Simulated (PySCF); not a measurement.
Diatomics of Sn with group 14

HF with double-zeta basis sets in PySCF, for the lowest determinant that a PBE0 search found; no spin–orbit coupling. De refers to high-spin ground-configuration atoms. A positive dipole means M(−)Sn(+).

```json
{"M": "Si", "basis": "x2c-SVPall", "reference": "UHF", "state (unpaired electrons)": "triplet (π ↑↑)", "Re (Å)": "2.476", "ωe (cm⁻¹)": "398", "De (eV)": "1.14", "μ (D)": "0.93"}
{"M": "Ge", "basis": "def2-SVP", "reference": "UHF", "state (unpaired electrons)": "triplet (π ↑↑)", "Re (Å)": "2.542", "ωe (cm⁻¹)": "269", "De (eV)": "0.99", "μ (D)": "0.81"}
{"M": "Sn", "basis": "def2-SVP", "reference": "UHF", "state (unpaired electrons)": "triplet (π ↑↑)", "Re (Å)": "2.728", "ωe (cm⁻¹)": "216", "De (eV)": "0.80", "μ (D)": "n/a"}
{"M": "Pb", "basis": "def2-SVP", "reference": "UHF", "state (unpaired electrons)": "triplet (π ↑↑)", "Re (Å)": "2.794", "ωe (cm⁻¹)": "185", "De (eV)": "0.64", "μ (D)": "-0.79"}
```

(1) By what factor does the bond length vary along the series?

The rows differ in basis set, which adds steps of its own.

Down a group the atoms grow and get heavier, so bonds lengthen and wavenumbers fall; this series shows no clear exception.

Spin–orbit coupling is left out, which matters for elements this heavy, above all for dissociation energies. Hartree–Fock leaves out correlation, which carries a large part of most bond energies and some tenths to 1 eV of ionisation energies. States were picked by a PBE0 search and need not be the measured ground states.

Answers

(1) At HF it runs from 2.476 Å (SiSn) to 2.794 Å (SnPb), a factor of 1.13.
